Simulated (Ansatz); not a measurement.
```yaml
crystal:
  periodic: [true, true, true]
  atoms:
    - {symbol: C, position_ang: [-1.132325, 0.717333, 0.832391]}
    - {symbol: C, position_ang: [0.263731, 0.174426, 0.622257]}
    - {symbol: N, position_ang: [1.228984, 1.032933, 1.219527]}
    - {symbol: O, position_ang: [0.513419, 0.014854, -0.782977]}
    - {symbol: Si, position_ang: [0.060997, -1.293738, -1.664003]}
    - {symbol: H, position_ang: [-1.222181, 1.699408, 0.360333]}
    - {symbol: H, position_ang: [-1.341273, 0.817603, 1.897943]}
    - {symbol: H, position_ang: [-1.878947, 0.058391, 0.385895]}
    - {symbol: H, position_ang: [0.358823, -0.812041, 1.096614]}
    - {symbol: H, position_ang: [1.170974, 1.962122, 0.819503]}
    - {symbol: H, position_ang: [2.166212, 0.685041, 1.063303]}
    - {symbol: H, position_ang: [0.455589, -2.549506, -0.962976]}
    - {symbol: H, position_ang: [0.754192, -1.192046, -2.969563]}
    - {symbol: H, position_ang: [-1.411096, -1.344080, -1.889646]}
basis:
  gaussian: {orbitals: def2-TZVPP, point_charges: [{charge: 2.00, position_ang: [5.370, -0.096, 0.719]}]}
hamiltonian: {xc: {name: wB97X}}
accuracy: high
output: {forces: true}
```

```sh
$ ansatz run in.yaml --threads 4 --pin off --events-out ev --progress --plain --max-ram 10444MiB
```

Shortened log:

```
Error: YAML parse error: error: line 2 column 3: crystal: missing field `lattice` (a structure is typed as `lattice` and `atoms`, a molecule's as `atoms` in Å alone, or read from a run's directory, `checkpoint`)
 --> <input>:2:3
1 | crystal:
2 |   periodic: [true, true, true]
3 |   atoms:
4 |     - {symbol: C, position_ang: [-1.132325, 0.717333, 0.832391]}
```

**Question.** What is wrong with this run?

**Answer.** The molecule is marked periodic without a cell. The program refused the input.
